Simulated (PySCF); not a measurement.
MgCl, SMILES [Cl][Mg+], charge +1.

The structure is a stationary point at PBE0-D3(BJ)/def2-TZVPD. The multiplicity is an assumed one; other spin states were not compared.

Two levels are set side by side: PBE/def2-TZVPD (PySCF) and M06-2X/def2-TZVPD (PySCF). Same geometry, gas phase. Differences are taken from unrounded values.

```tsv
quantity	M06-2X
orbital gap (eV)	6.40
highest occupied level (eV)	-15.18
lowest empty level (eV)	-8.78
mean polarisability (bohr³)	27.2
```

**Question.** What does PBE give, and how far is it from M06-2X? (The exact figures need the calculation; the answer reports its results.)

**Answer.** 
| quantity | PBE | PBE minus M06-2X |
|---|---|---|
| orbital gap (eV) | 2.31 | -4.09 |
| highest occupied level (eV) | -12.69 | 2.50 |
| lowest empty level (eV) | -10.38 | -1.59 |
| mean polarisability (bohr³) | 31.2 | 4.0 |

PBE's occupied levels lie high since its potential decays too fast outside the molecule; exact exchange lowers them and widens the gap. PBE's more diffuse valence density responds more strongly to a field. Differences between two approximate levels are no errors against the true value.

Rough cost on one machine, each run with all the roots and properties that it gave: M06-2X against PBE about 3 times.
